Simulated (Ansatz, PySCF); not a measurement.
This Ansatz (an electronic-structure program) input computes a CAM-B3LYP/def2-TZVPD energy:

Ansatz 0.2 input:
```yaml
crystal:
  periodic: [false, false, false]
  atoms:
    - {symbol: O, position_ang: [0.00000000, 0.00000000, 0.00000000]}
    - {symbol: B, position_ang: [-1.16475675, -0.65077146, 0.00373208]}
    - {symbol: H, position_ang: [-1.67657657, -0.90969153, -1.04264628]}
    - {symbol: H, position_ang: [-1.64842851, -0.94805122, 1.05330018]}
    - {symbol: B, position_ang: [1.16475675, 0.65077146, -0.00373208]}
    - {symbol: H, position_ang: [1.15140749, 1.84376938, 0.01828126]}
    - {symbol: H, position_ang: [2.17359758, 0.01397338, -0.02893516]}
basis:
  gaussian:
    orbitals: def2-TZVPD
hamiltonian:
  xc: {name: CAM-B3LYP}
output: {forces: true}
```

**Question.** Write an input for the same energy in PySCF and say what it gives.

**Answer.** 
```python
from pyscf import gto, scf, dft

mol = gto.M(
    atom='''
    O     0.00000000    0.00000000    0.00000000
    B    -1.16475675   -0.65077146    0.00373208
    H    -1.67657657   -0.90969153   -1.04264628
    H    -1.64842851   -0.94805122    1.05330018
    B     1.16475675    0.65077146   -0.00373208
    H     1.15140749    1.84376938    0.01828126
    H     2.17359758    0.01397338   -0.02893516
    ''',
    basis='def2-tzvpd',
    charge=0,
    spin=0,
    verbose=4,
)

mf = dft.RKS(mol, xc='camb3lyp').density_fit(auxbasis='def2-universal-jkfit')
mf.grids.level = 3
mf.conv_tol = 1e-9
mf.max_cycle = 100
mf.max_memory = 1500
mf.kernel()
if not mf.converged:
    mf = mf.newton()
    mf.kernel(mf.make_rdm1())
mf.analyze()
```
It gives -127.36904 Eh, and Ansatz -127.36899 Eh, a difference of 0.05 mEh, from the treatment of integrals and grids.
